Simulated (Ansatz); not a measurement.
Total energies of C2H6BFGe (`C[CH]1[GeH2][B]1F`).

```xyz
11

C     1.142   -0.996   -0.461
C    -0.225   -0.453   -0.137
Ge   -1.037    1.252    0.996
B    -0.937    0.619   -0.881
F    -0.743    1.202   -2.050
H     1.728   -0.284   -1.046
H     1.706   -1.238    0.442
H     1.060   -1.914   -1.052
H    -0.828   -1.100    0.501
H    -1.737    0.540    2.156
H    -0.127    2.372    1.532
```

Total charge 0; spin multiplicity 1. Correlated methods include outer-core shells of Ge, which these sets cover unevenly. Scalar relativity is left out up to krypton. The structure was optimised at the PBE0-D4/def2-TZVP level. Basis def2-TZVPP, Ansatz 0.2.0.

RPA on PBE orbitals: Hartree–Fock energy of these orbitals -2278.71382 Eh, correlation -1.52262 Eh (frozen core).

| functional | energy without D4 (Eh) | D4 term (kJ/mol) |
| --- | --- | --- |
| PBE | -2281.03486 | -20.8 |
| LC-ωPBE | -2281.18989 | – |

Q: Give the same for LDA (SPW92), revPBE, BLYP, r2SCAN, B97M-V, PBE0, B3LYP, r2SCANh, r2SCAN0, HSE06 (plane-wave form), BHLYP, CAM-B3LYP, ωB97X-V, ωB97M-V, B2PLYP, PBE-QIDH. (Estimate.)

A: The calculation gave: 
| functional | energy without D4 (Eh) | D4 term (kJ/mol) |
| --- | --- | --- |
| LDA (SPW92) | -2276.77106 | – |
| revPBE | -2281.37268 | -63.0 |
| BLYP | -2281.58677 | -45.7 |
| r2SCAN | -2281.48130 | -5.1 |
| B97M-V | -2281.19103 | – |
| PBE0 | -2281.10541 | -17.6 |
| B3LYP | -2281.65295 | -33.6 |
| r2SCANh | -2281.46365 | -5.4 |
| r2SCAN0 | -2281.43878 | -6.0 |
| HSE06 (plane-wave form) | -2281.09524 | -16.4 |
| BHLYP | -2281.47180 | -25.9 |
| CAM-B3LYP | -2281.62650 | -17.9 |
| ωB97X-V | -2281.34007 | – |
| ωB97M-V | -2281.39430 | – |
| B2PLYP | -2281.07189 | – |
| PBE-QIDH | -2280.74778 | – |

B3LYP takes the VWN-RPA correlation (the form of Gaussian; ORCA's B3LYP/G). HSE06 is the plane-wave form, built on full-range PBE exchange. The double hybrids freeze the cores in their second-order part.

LC-ωPBE has ω = 0.4 bohr⁻¹.
